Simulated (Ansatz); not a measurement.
The inner images of a band of ClF4H2OTa (9 atoms, charge 0, multiplicity 1) are given out of order.

Method: Ansatz 0.2.0, RKS revPBE/def2-SVP.

Image 0:

```xyz
9
Properties=species:S:1:pos:R:3
Ta -0.016 -0.010 0.108
Cl 2.380 0.472 0.260
F 0.010 0.245 2.002
F 0.387 -0.620 -1.652
F -0.782 1.627 -0.364
O -1.498 -1.167 0.252
H -1.819 -1.959 0.716
F 1.141 -2.003 0.712
H 1.991 -1.533 0.694
```

Image 6:

```xyz
9
Properties=species:S:1:pos:R:3
Ta -0.208 -0.563 0.169
Cl 2.728 0.579 0.313
F -0.140 -0.097 2.022
F 0.291 -0.818 -1.653
F -0.417 1.289 -0.201
O -1.934 -1.307 0.117
H -2.651 -1.408 0.768
F 0.984 -1.997 0.604
H 3.141 -0.624 0.590
```

Q: Put them in order from the first end to the last, with their energies above the first end.
A.
```xyz
9
Properties=species:S:1:pos:R:3
Ta -0.034 -0.268 0.125
Cl 2.509 0.428 0.373
F -0.071 0.039 2.007
F 0.432 -0.692 -1.668
F -0.614 1.466 -0.294
O -1.605 -1.299 0.149
H -2.228 -1.675 0.796
F 1.265 -1.877 0.633
H 2.141 -1.070 0.608
```
B.
```xyz
9
Properties=species:S:1:pos:R:3
Ta -0.003 -0.099 0.091
Cl 2.375 0.539 0.318
F -0.066 0.059 1.995
F 0.424 -0.688 -1.664
F -0.744 1.559 -0.341
O -1.511 -1.246 0.165
H -2.033 -1.685 0.860
F 1.279 -1.981 0.639
H 2.073 -1.403 0.667
```
C.
```xyz
9
Properties=species:S:1:pos:R:3
Ta -0.165 -0.450 0.146
Cl 2.709 0.482 0.357
F -0.061 0.025 1.992
F 0.390 -0.680 -1.660
F -0.526 1.372 -0.244
O -1.841 -1.296 0.116
H -2.392 -1.683 0.819
F 1.021 -1.914 0.597
H 2.659 -0.804 0.605
```
D.
```xyz
9
Properties=species:S:1:pos:R:3
Ta -0.206 -0.492 0.169
Cl 2.758 0.522 0.304
F -0.077 -0.002 2.010
F 0.338 -0.739 -1.640
F -0.464 1.348 -0.224
O -1.925 -1.247 0.124
H -2.541 -1.650 0.761
F 0.952 -1.959 0.613
H 2.959 -0.728 0.613
```
E.
```xyz
9
Properties=species:S:1:pos:R:3
Ta -0.095 -0.380 0.138
Cl 2.614 0.429 0.410
F -0.074 0.024 2.003
F 0.443 -0.641 -1.669
F -0.571 1.414 -0.248
O -1.713 -1.320 0.100
H -2.286 -1.701 0.787
F 1.114 -1.886 0.598
H 2.361 -0.885 0.609
```

A: B (+1.5 kJ/mol), A (+15.0 kJ/mol), E (-3.9 kJ/mol), C (-17.5 kJ/mol), D (-21.7 kJ/mol).

The run took 2.6 min on 4 threads of Intel(R) Xeon(R) Platinum 8259CL CPU @ 2.50GHz (Skylake/Cascade Lake), on a shared host, peak memory 0.22 GiB.
